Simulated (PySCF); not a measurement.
## Mayer bond orders and bond lengths

Compound: C3H11FOSi2.
Atom-mapped SMILES: `[CH3:1][O:2][C@@:3]([F:4])([SiH3:5])[CH2:6][SiH3:7]` (hydrogens: H8, H9, H10 on C1; H11, H12, H13 on Si5; H14, H15 on C6; H16, H17, H18 on Si7)

Structure used (GFN2-xTB), in Å, numbered top down from 1:
```
atom  x, y, z in Å
C1     2.4820   -0.4122   -0.4883
O2     1.5643    0.6423   -0.2546
C3     0.3128    0.3193    0.2572
F4     0.5115   -0.2356    1.5443
Si5   -0.4514    2.0766    0.4661
C6    -0.4675   -0.7060   -0.5462
Si7   -2.1433   -1.1940    0.2110
H8     2.5150   -1.0975    0.3626
H9     2.2346   -0.9651   -1.4002
H10    3.4546    0.0611   -0.6098
H11   -0.8747    2.5075   -0.8661
H12   -1.5876    1.9852    1.3824
H13    0.6074    2.9256    0.9966
H14   -0.6039   -0.3002   -1.5498
H15    0.1375   -1.6120   -0.6434
H16   -3.0628   -0.0565    0.1283
H17   -1.9730   -1.6287    1.5936
H18   -2.6641   -2.3035   -0.5953
```

Bond orders from the PBE0/pcSseg-1 density (PySCF). Geometry: GFN2-xTB, one conformer, isolated molecule.

Problem. Where do the orders between heavy atoms depart from those drawn in the SMILES?

Solution. The largest departure is 0.177, at C3–Si5 (drawn single, 0.823) and C3–F4 (drawn single, 0.824). Drawn single, order below 0.88: C3–F4 (0.824) and C3–Si5 (0.823).

Problem. Give the Mayer order of every bond, beside its length.

Solution. 
```
   bond  drawn as  length (Å)  Mayer order
  C1–O2    single       1.417        0.892
  O2–C3    single       1.390        0.976
  C3–F4    single       1.416        0.824
 C3–Si5    single       1.928        0.823
  C3–C6    single       1.518        0.997
 C6–Si7    single       1.903        0.894
  C1–H8    single       1.093        0.958
  C1–H9    single       1.095        0.960
 C1–H10    single       1.088        0.974
Si5–H11    single       1.463        0.938
Si5–H12    single       1.462        0.933
Si5–H13    single       1.457        0.958
 C6–H14    single       1.091        0.932
 C6–H15    single       1.094        0.925
Si7–H16    single       1.465        0.942
Si7–H17    single       1.459        0.953
Si7–H18    single       1.467        0.943
```

By pair of heavy elements: C–O: lowest C1–O2 (0.892, 1.417 Å), highest O2–C3 (0.976, 1.390 Å). C–Si: lowest C3–Si5 (0.823, 1.928 Å), highest C6–Si7 (0.894, 1.903 Å).

Problem. Sum the orders of all bonds at each heavy atom with more than one neighbour and set the sums beside the valence in the SMILES.

Solution. C1 3.784 (drawn 4), O2 1.868 (drawn 2), C3 3.620 (drawn 4), Si5 3.652 (drawn 4), C6 3.748 (drawn 4), Si7 3.732 (drawn 4). Orders between atoms that aren't bonded are not in these sums.

Mayer orders depend on the basis set.
